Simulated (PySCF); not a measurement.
# Computed properties of Mg(OH)(OMe) (CH4MgO2), SMILES C[O][Mg][OH]

CH4MgO2, SMILES C[O][Mg][OH]. Geometry optimised at B3LYP-D3(BJ)/def2-SVP. One conformer was computed; it need not be the lowest. All values are computed for the isolated molecule unless a solvent is named; none is compared with measurement here.

**Structure.** The optimised structure has C3v symmetry. All 18 harmonic modes at B3LYP-D3(BJ)/def2-SVP (PySCF) are real, so it is a minimum. With heavy atoms numbered as in [Mg:1]([OH:2])[O:4][CH3:5], the shortest bond between them is O4–C5 at 1.380 Å and the longest Mg1–O4 at 1.770 Å.

**Vibrations.** The strongest infrared lines (harmonic, unscaled, degenerate partners summed) lie at 1280 cm⁻¹ (378 km/mol, O 60 %, C 35 %), 94 cm⁻¹ (196 km/mol, H 66 %, O 24 %, C 9 %), 2942 cm⁻¹ (161 km/mol, H 98 %). The softest mode is at 65 cm⁻¹ and the zero-point energy is 33.1 kcal/mol.

**Electronic structure.** r2SCAN/def2-TZVPD (PySCF) places the frontier levels at -5.89 and -1.29 eV, a gap of 4.60 eV, and gives a dipole moment of 0.54 D and a mean polarisability of 44.9 bohr³.

**Excitations.** TDA-CAM-B3LYP/def2-SVPD (PySCF) has S1 at 5.03 eV (247 nm, f = 0.024, weak); the most intense of the 10 singlets computed lies at 5.82 eV (f = 0.15). Strengths of degenerate partners are summed. T1 (TDA) is at 4.79 eV, 0.24 eV under S1. No vertical singlet excitation falls in the visible range (under 3.1 eV).

**NMR.** GIAO shifts at KT2/pcSseg-1 (PySCF) (non-relativistic, atoms alike by connectivity averaged): ¹³C at 60.2 ppm against TMS; ¹H from -0.7 to 4.5 ppm against TMS.
